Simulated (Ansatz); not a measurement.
BFH4O2Si can be A, `B[Si](O)(O)F`, or B, `OB(O)[SiH2]F`.

Isolated molecules relaxed with PBE0-D4/def2-TZVP in Ansatz; ΔE leaves out vibrations. CCSD(T)/CBS is the MP2 limit (def2-TZVPP, def2-QZVPP) plus CCSD(T) − MP2 in def2-TZVPP, frozen cores. Functionals use def2-TZVPP. B3LYP here is the variant with VWN-RPA as its local correlation; programs differ in this. Each species was taken in one conformer, which may not be the lowest.

**Question.** Which isomer does CCSD(T)/CBS put lower? Give the gap. (An estimate is asked.)

**Answer.** Computed: B, by 42.9 kJ/mol.

**Question.** Give E(B) − E(A) in kJ/mol with HF/def2-TZVPP, BLYP-D4, r2SCAN-D4, MP2/def2-TZVPP, CCSD(T)/def2-TZVPP, B3LYP, CCSD/def2-TZVPP. (Best estimate.)

**Answer.** The calculation gave: HF/def2-TZVPP -31.0, BLYP-D4 -58.8, r2SCAN-D4 -52.6, MP2/def2-TZVPP -44.5, CCSD(T)/def2-TZVPP -47.1, B3LYP -55.0, CCSD/def2-TZVPP -43.2. None reverses the order clearly.

**Question.** Does the order hold for the free energy at 298.15 K (harmonic terms from PBE0-D4)? (Estimate.)

**Answer.** Computed: Yes: G(B) − G(A) = -37.7 kJ/mol, for one conformer each. Modes under 60 cm⁻¹, often nearly free rotors, make the harmonic entropy too high.

Largest T1 diagnostic: 0.013.

In def2-TZVPP, CCSD(T) changes the Hartree–Fock value by −16.2 kJ/mol (the triples alone add −3.9 kJ/mol) and MP2 by −13.5 kJ/mol. From r2SCAN to r2SCAN0 (25 % exact exchange), in def2-TZVPP and without D4, E(B) − E(A) moves by +4.2 kJ/mol.
